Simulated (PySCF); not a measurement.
## Calculated data, CH₄BGeN, CH₅GeOSi, BClGeH₄N, AlBClGeH₃ and others

All values are calculated (PySCF 2.14.0). Calculation on a computer-drawn molecule: the log of a Hartree-Fock and frozen-core CCSD(T) single point meant for a local Hartree-Fock minimum, with one planted fault or none, to be diagnosed. Offsets are logged minus clean, where the clean run is the same molecule without the fault. The reference is restricted for singlets and unrestricted otherwise, and also for a bond in bohr or an excited solution. Adding or removing an electron swaps singlet and doublet. The excited solution moves the top pair (singlet) or top alpha electron (doublet) to the lowest empty orbital. Highest occupied and lowest empty are orbital energies over both spins, largest force is the largest gradient component, triples share is (T) over the correlation energy, the T1 limit is 0.02 restricted and 0.045 unrestricted, electrons count all cores, a negative frequency is imaginary (commonest isotopes), and the dipole is about the centre of nuclear charge; on germanium a core potential holds 10 electrons, which the energies leave out, and 3d is frozen in MP2 and coupled-cluster steps.

Common to all runs: meant basis and core potential on germanium cc-pVDZ-PP ECP10MDF; logged SCF converged yes; possible faults no fault, one electron removed, one electron added, multiplicity raised by two, geometry at a saddle point, SCF held on an excited solution, minimal basis STO-3G, one bond length entered in bohr, all coordinates scaled.

(1) 
```xyz
8
formula=CH4BGeN meant_charge=0 meant_multiplicity=1 meant_basis=cc-pVDZ logged_electrons=53 logged_basis_functions=85 logged_spin_squared=0.7875 logged_highest_occupied=-15.837 logged_lowest_empty=-6.8009 logged_largest_force=0.048654 logged_T1_diagnostic=0.025148 logged_D1_diagnostic=0.093572 logged_triples_share=0.038212 logged_CC_converged=yes logged_dipole_magnitude=1.993 logged_SCF_stable_within_its_kind=yes logged_energy_HF=-412.40864 logged_energy_CCSD(T)=-412.90758 planted_fault=one_electron_removed HF_energy_offset_from_clean_run=178.9 CCSD(T)_energy_offset_from_clean_run=192.7
C      0.1088     1.2929     1.3551
Ge    -1.1539     0.0782     2.3277
B     -1.6867    -1.0947     0.6394
N     -2.0362    -1.8110    -0.3013
H      0.9126     0.7109     0.8920
H      0.5450     2.0297     2.0313
H     -0.4159     1.8141     0.5473
H     -2.3128    -2.3816    -1.0559
```

Units: logged_highest_occupied, logged_lowest_empty in eV; logged_largest_force in hartree/bohr; logged_dipole_magnitude in debye; logged_energy_HF, logged_energy_CCSD(T) in hartree; HF_energy_offset_from_clean_run, CCSD(T)_energy_offset_from_clean_run in kcal/mol.

Drawn bonds:
```
atom  other atom  order
   1           2      1
   2           3      1
   3           4      2
   1           5      1
   1           6      1
   1           7      1
   4           8      1
```

(2) 
```xyz
9
formula=CH5GeOSi meant_charge=1 meant_multiplicity=1 meant_basis=cc-pV(D+d)Z logged_electrons=64 logged_basis_functions=99 logged_spin_squared=0 logged_highest_occupied=-13.716 logged_lowest_empty=-4.9992 logged_largest_force=0.050654 logged_T1_diagnostic=0.016658 logged_D1_diagnostic=0.051962 logged_triples_share=0.032632 logged_CC_converged=yes logged_dipole_magnitude=2.0754 logged_SCF_stable_within_its_kind=yes logged_energy_HF=-697.65021 logged_energy_CCSD(T)=-698.19843 planted_fault=all_coordinates_scaled,by_-4.2_% HF_energy_offset_from_clean_run=12.03 CCSD(T)_energy_offset_from_clean_run=18.82
C     -0.2457    -1.4767    -1.1429
Ge    -0.7486    -1.0107     0.4106
Si    -2.9230    -0.4759     0.4565
O     -3.8168    -0.5313    -0.7650
H      0.7342    -1.7575    -1.3430
H     -0.8965    -1.4988    -1.9502
H     -0.0125    -0.9149     1.6429
H     -3.6579    -0.0517     1.5690
H     -3.6342    -0.7663    -1.6249
```

Units: logged_highest_occupied, logged_lowest_empty in eV; logged_largest_force in hartree/bohr; logged_dipole_magnitude in debye; logged_energy_HF, logged_energy_CCSD(T) in hartree; HF_energy_offset_from_clean_run, CCSD(T)_energy_offset_from_clean_run in kcal/mol.

Drawn bonds:
```
atom  other atom  order
   1           2      2
   2           3      1
   3           4      1
   1           5      1
   1           6      1
   2           7      1
   3           8      1
   4           9      1
```

(3) 
```xyz
8
formula=BClGeH4N meant_charge=0 meant_multiplicity=2 meant_basis=cc-pV(D+d)Z logged_electrons=64 logged_basis_functions=94 logged_spin_squared=0 logged_highest_occupied=-15.732 logged_lowest_empty=-7.0248 logged_largest_force=0.068425 logged_T1_diagnostic=0.020769 logged_D1_diagnostic=0.067986 logged_triples_share=0.028158 logged_CC_converged=yes logged_dipole_magnitude=7.9438 logged_SCF_stable_within_its_kind=yes logged_energy_HF=-834.02162 logged_energy_CCSD(T)=-834.53774 planted_fault=one_electron_removed HF_energy_offset_from_clean_run=190.9 CCSD(T)_energy_offset_from_clean_run=192.5
B     -0.0597    -1.1142     1.8351
Ge    -1.5168    -0.6018     0.4708
N     -2.3136    -2.0747    -0.2333
Cl    -0.3134     0.4902    -1.0310
H      0.3987    -0.5540     2.7829
H     -2.6236     0.3706     0.8624
H     -3.0042    -1.8974    -0.9422
H     -1.6834    -2.7840    -0.5657
```

Units: logged_highest_occupied, logged_lowest_empty in eV; logged_largest_force in hartree/bohr; logged_dipole_magnitude in debye; logged_energy_HF, logged_energy_CCSD(T) in hartree; HF_energy_offset_from_clean_run, CCSD(T)_energy_offset_from_clean_run in kcal/mol.

Drawn bonds:
```
atom  other atom  order
   1           2      1
   2           3      1
   2           4      1
   1           5      1
   2           6      1
   3           7      1
   3           8      1
```

Notes: T1 above single-reference limit.

(4) 
```xyz
7
formula=AlBClGeH3 meant_charge=0 meant_multiplicity=1 meant_basis=cc-pV(D+d)Z logged_electrons=71 logged_basis_functions=98 logged_spin_squared=0.7662 logged_highest_occupied=-1.3201 logged_lowest_empty=4.7065 logged_largest_force=0.038102 logged_T1_diagnostic=0.025617 logged_D1_diagnostic=0.12473 logged_triples_share=0.028901 logged_CC_converged=yes logged_dipole_magnitude=2.2556 logged_SCF_stable_within_its_kind=yes logged_energy_HF=-1021.23351 logged_energy_CCSD(T)=-1021.66108 planted_fault=one_electron_added HF_energy_offset_from_clean_run=-11.93 CCSD(T)_energy_offset_from_clean_run=-16.68
Al    -2.5211    -2.2810    -1.7198
B     -1.0601    -1.4378    -0.3960
Ge     0.0681    -2.3882     1.0972
Cl     1.5055    -2.8665    -0.5717
H     -4.0525    -2.2193    -1.3081
H     -2.1171    -2.9718    -3.0833
H     -0.7503    -0.2785    -0.5393
```

Units: logged_highest_occupied, logged_lowest_empty in eV; logged_largest_force in hartree/bohr; logged_dipole_magnitude in debye; logged_energy_HF, logged_energy_CCSD(T) in hartree; HF_energy_offset_from_clean_run, CCSD(T)_energy_offset_from_clean_run in kcal/mol.

Drawn bonds:
```
atom  other atom  order
   1           2      1
   2           3      1
   3           4      1
   1           5      1
   1           6      1
   2           7      1
```

(5) 
```xyz
11
formula=CH7AlGeSi meant_charge=0 meant_multiplicity=1 meant_basis=cc-pV(D+d)Z logged_electrons=72 logged_basis_functions=118 logged_spin_squared=1.0973 logged_highest_occupied=-8.6816 logged_lowest_empty=0.55139 logged_largest_force=0.014808 logged_T1_diagnostic=0.047522 logged_D1_diagnostic=0.1779 logged_triples_share=0.039637 logged_CC_converged=yes logged_dipole_magnitude=1.6489 logged_SCF_stable_within_its_kind=yes logged_energy_HF=-866.026 logged_energy_CCSD(T)=-866.48853 planted_fault=one_bond_length_entered_in_bohr,row_10_of_the_drawn_bonds HF_energy_offset_from_clean_run=60.62 CCSD(T)_energy_offset_from_clean_run=70.77
Al     0.1896    -1.2385     1.8922
C     -0.3261     0.3418     0.9191
Si     0.3196     0.7812    -0.7691
Ge    -1.4934     1.4245     1.7146
H     -0.4325    -1.5013     3.3257
H      1.2212    -2.2677     1.2763
H     -0.2646     2.0590    -1.2563
H      1.7967     0.9338    -0.7622
H     -0.0044    -0.2718    -1.7648
H     -2.0836     1.1591     3.0938
H     -2.4963     3.8744     0.5714
```

Units: logged_highest_occupied, logged_lowest_empty in eV; logged_largest_force in hartree/bohr; logged_dipole_magnitude in debye; logged_energy_HF, logged_energy_CCSD(T) in hartree; HF_energy_offset_from_clean_run, CCSD(T)_energy_offset_from_clean_run in kcal/mol.

Drawn bonds:
```
atom  other atom  order
   1           2      1
   2           3      1
   2           4      2
   1           5      1
   1           6      1
   3           7      1
   3           8      1
   3           9      1
   4          10      1
   4          11      1
```

Notes: T1 above single-reference limit.

(6) 
```xyz
9
formula=AlB2GeH5 meant_charge=0 meant_multiplicity=1 meant_basis=cc-pV(D+d)Z logged_electrons=61 logged_basis_functions=99 logged_spin_squared=0.768 logged_highest_occupied=-1.0081 logged_lowest_empty=4.6124 logged_largest_force=0.014772 logged_T1_diagnostic=0.040999 logged_D1_diagnostic=0.19813 logged_triples_share=0.03464 logged_CC_converged=yes logged_dipole_magnitude=4.0701 logged_SCF_stable_within_its_kind=yes logged_energy_HF=-587.4704 logged_energy_CCSD(T)=-587.86393 planted_fault=one_electron_added HF_energy_offset_from_clean_run=-5.218 CCSD(T)_energy_offset_from_clean_run=-16.26
B     -0.0152     1.7010     1.1761
Al     1.3886     0.0910     1.4350
B      0.8141    -1.9813     1.3769
Ge     0.7651    -3.2510    -0.2475
H     -0.6008     2.2102     2.0979
H     -0.2780     2.1637     0.0945
H      2.9274     0.4305     1.6718
H      0.4803    -2.4860     2.4256
H     -0.7396    -2.8021    -0.5023
```

Units: logged_highest_occupied, logged_lowest_empty in eV; logged_largest_force in hartree/bohr; logged_dipole_magnitude in debye; logged_energy_HF, logged_energy_CCSD(T) in hartree; HF_energy_offset_from_clean_run, CCSD(T)_energy_offset_from_clean_run in kcal/mol.

Drawn bonds:
```
atom  other atom  order
   1           2      1
   2           3      1
   3           4      1
   1           5      1
   1           6      1
   2           7      1
   3           8      1
   4           9      1
```

(7) 
```xyz
6
formula=BGeH2O2 meant_charge=1 meant_multiplicity=1 meant_basis=cc-pVDZ logged_electrons=54 logged_basis_functions=75 logged_spin_squared=0 logged_highest_occupied=-9.7111 logged_lowest_empty=-15.673 logged_largest_force=0.23319 logged_CC_converged=no logged_dipole_magnitude=11.094 logged_SCF_stable_within_its_kind=no logged_energy_HF=-468.0661 planted_fault=SCF_held_on_an_excited_solution HF_energy_offset_from_clean_run=425.8
O      0.5897     1.1936     0.9464
B     -0.3465     0.4794     1.0446
O     -1.4050    -0.3418     1.1102
Ge    -2.3317    -1.3772     0.1152
H     -3.4469    -2.0349     0.8758
H     -1.9141    -1.4790    -1.3280
```

Units: logged_highest_occupied, logged_lowest_empty in eV; logged_largest_force in hartree/bohr; logged_dipole_magnitude in debye; logged_energy_HF in hartree; HF_energy_offset_from_clean_run in kcal/mol.

Drawn bonds:
```
atom  other atom  order
   1           2      2
   2           3      1
   3           4      1
   4           5      1
   4           6      1
```

Notes: CCSD not converged.

(8) 
```xyz
9
formula=BGeH5NO meant_charge=1 meant_multiplicity=1 meant_basis=cc-pVDZ logged_electrons=56 logged_basis_functions=90 logged_spin_squared=1.0421 logged_highest_occupied=-12.743 logged_lowest_empty=-4.4895 logged_largest_force=0.080906 logged_T1_diagnostic=0.020502 logged_D1_diagnostic=0.069954 logged_triples_share=0.027791 logged_CC_converged=yes logged_dipole_magnitude=3.6913 logged_SCF_stable_within_its_kind=yes logged_energy_HF=-449.95411 logged_energy_CCSD(T)=-450.49432 planted_fault=one_bond_length_entered_in_bohr,row_1_of_the_drawn_bonds HF_energy_offset_from_clean_run=101.2 CCSD(T)_energy_offset_from_clean_run=116.2
N     -0.4945    -0.3790    -1.8753
B     -0.7177     1.9707    -0.7874
O     -1.3706     3.0021    -1.3277
Ge     0.2568     2.1586     1.1204
H     -0.9164    -0.5635    -2.7683
H     -0.0136    -1.1650    -1.4912
H     -1.4221     3.8388    -0.8939
H      0.2944     3.4195     1.9736
H      1.0085     1.0183     1.7923
```

Units: logged_highest_occupied, logged_lowest_empty in eV; logged_largest_force in hartree/bohr; logged_dipole_magnitude in debye; logged_energy_HF, logged_energy_CCSD(T) in hartree; HF_energy_offset_from_clean_run, CCSD(T)_energy_offset_from_clean_run in kcal/mol.

Drawn bonds:
```
atom  other atom  order
   1           2      1
   2           3      1
   2           4      1
   1           5      1
   1           6      1
   3           7      1
   4           8      1
   4           9      1
```
